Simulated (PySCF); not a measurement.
## Stationary points of [AsF4]-

Computed with PBE0/[As def2-SVPD, F def2-SVPD], no relativity, density fitting, PySCF.

Relaxations began from a few typed shapes. The search is not exhaustive: other isomers or separated fragments can lie lower, and high-lying points may rest on an excited occupation.

| spin | group | bonds | angles | imaginary modes (cm⁻¹) | ΔE (kJ/mol) | ΔE with ZPE (kJ/mol) |
| --- | --- | --- | --- | --- | --- | --- |
| singlet | C2v | As–F 1.777 Å (×2), As–F 1.899 Å (×2) | F–As–F 86.4° (×4), F–As–F 97.7°, F–As–F 169.0° | none | 0.0 | 0.0 |
| singlet | C4v | As–F 1.838 Å (×4) | F–As–F 81.6° (×4), F–As–F 135.0° (×2) | 116i | 26.8 | – |
| singlet | Td | As–F 1.939 Å (×4) | F–As–F 109.5° (×6) | 3 found | 143.0 | – |
| singlet | D4h | As–F 1.912 Å (×4) | F–As–F 90.0° (×4), F–As–F 180.0° (×2) | 336i, 90i | 192.4 | – |

The lowest minimum found is the singlet C2v: As–F 1.777 Å (×2), As–F 1.899 Å (×2); F–As–F 86.4° (×4), F–As–F 97.7°, F–As–F 169.0°.

Counting electrons, arsenic keeps 2 of its valence electrons outside its bonds, so the VSEPR class is AX4E1 and the expected shape is see-saw (C2v), as computed.

For the lowest minimum: the lowest empty level of this anion is unbound, so it and the gap depend on the basis.
